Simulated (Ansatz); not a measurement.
The same ligand exchange along the group B, Al, Ga, In.

Computed with Ansatz on PBE0-D4/def2-TZVP structures; ΔE is electronic, products minus reactants. CCSD(T)/CBS adds triple-zeta CCSD(T) − MP2 to the extrapolated MP2 energy (def2 sets, frozen cores). Elements past krypton have def2 core potentials. For Ga, I, In outer-core shells are correlated without core-valence functions, which leaves a few kJ/mol of doubt a bond. Scalar relativity is left out up to krypton. One conformer a species, not always the lowest.

Order these by ΔE at CCSD(T)/CBS, lowest first. (Best estimate.)
A. `[Cl][Al]([Cl])[I]` + silanol → `[SiH3][O][Al]([Cl])[Cl]` + HI
B. `ClB(Cl)I` + silanol → `[SiH3]OB(Cl)Cl` + HI
C. `[Cl][In]([Cl])[I]` + silanol → `[SiH3][O][In]([Cl])[Cl]` + HI
D. `[Cl][Ga]([Cl])[I]` + silanol → `[SiH3][O][Ga]([Cl])[Cl]` + HI

B (-79.5 kJ/mol), A (-8.9 kJ/mol), D (+58.5 kJ/mol), C (+104.0 kJ/mol).

Largest T1 diagnostic: 0.014, for `[SiH3][O][In]([Cl])[Cl]`.
